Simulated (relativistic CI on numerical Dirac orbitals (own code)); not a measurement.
Ligand-field terms of d5

Computed with a parametric ligand-field model of a d^n configuration (Racah B and C, spin-orbit zeta, crystal field), exact diagonalisation.

Field parameters in Wybourne normalisation: D3d B²₀ = −7Dσ, B⁴₀ = −14Dq − 21Dτ, B⁴₃ = −14√(10/7) Dq; D4h B²₀ = −7Ds, B⁴₀ = 21(Dq − Dt), B⁴₄ = 21√(5/14) Dq; Oh B⁴₀ = 21Dq, B⁴₄ = √(5/14) B⁴₀. The field is a parameter set, without covalency.

(1) Ground term and bands for B = 880, C = 3390, ζ = 0 cm⁻¹, D4h, 10Dq = 28700, Ds = 3000, Dt = -410 cm⁻¹?

(2) Ground term and bands for B = 820, C = 4200, ζ = 0 cm⁻¹, Oh, 10Dq = 3250 cm⁻¹?

(3) Ground term and bands for B = 860, C = 3800, ζ = 0 cm⁻¹, D3d, 10Dq = 23450, Dσ = -1200, Dτ = -250 cm⁻¹?

(4) Ground term and bands for B = 560, C = 1970, ζ = 0 cm⁻¹, Oh, 10Dq = 3250 cm⁻¹?

(5) Ground term and bands for B = 980, C = 4590, ζ = 0 cm⁻¹, D3d, 10Dq = 25600, Dσ = -1200, Dτ = 60 cm⁻¹?

Answers

(1) Ground term 2B2 with 0.03 electrons in the two orbitals of the cubic e set. Spin-allowed: 2E 10241 cm⁻¹ (976 nm), 2B1 27838 cm⁻¹ (359 nm), 2E 30064 cm⁻¹ (333 nm), 2A1 32307 cm⁻¹ (310 nm). Lowest spin-forbidden: 4E 17205 cm⁻¹ (581 nm), 4A2 24186 cm⁻¹ (413 nm), 6A1 24251 cm⁻¹ (412 nm).

(2) Ground term 6A1 with 2.00 electrons in the two orbitals of the cubic e set. Spin-allowed: none. Lowest spin-forbidden: 4T1 27921 cm⁻¹ (358 nm), 4T2 28941 cm⁻¹ (346 nm), 4A1+E 29200 cm⁻¹ (342 nm). A high-spin d5 ion has no spin-allowed d-d band, hence its pale colour.

(3) Ground term 6A1 with 2.00 electrons in the two orbitals of the cubic e set. Spin-allowed: none. Lowest spin-forbidden: 2A1 236 cm⁻¹, 2E 4373 cm⁻¹ (2287 nm), 4A2 6703 cm⁻¹ (1492 nm). A high-spin d5 ion has no spin-allowed d-d band, hence its pale colour.

(4) Ground term 6A1 with 2.00 electrons in the two orbitals of the cubic e set. Spin-allowed: none. Lowest spin-forbidden: 4T1 13348 cm⁻¹ (749 nm), 4T2 14986 cm⁻¹ (667 nm), 4A1+E 15450 cm⁻¹ (647 nm). A high-spin d5 ion has no spin-allowed d-d band, hence its pale colour.

(5) Ground term 6A1 with 2.00 electrons in the two orbitals of the cubic e set. Spin-allowed: none. Lowest spin-forbidden: 2A1 4297 cm⁻¹ (2327 nm), 2E 5826 cm⁻¹ (1716 nm), 4A2 9881 cm⁻¹ (1012 nm). A high-spin d5 ion has no spin-allowed d-d band, hence its pale colour.
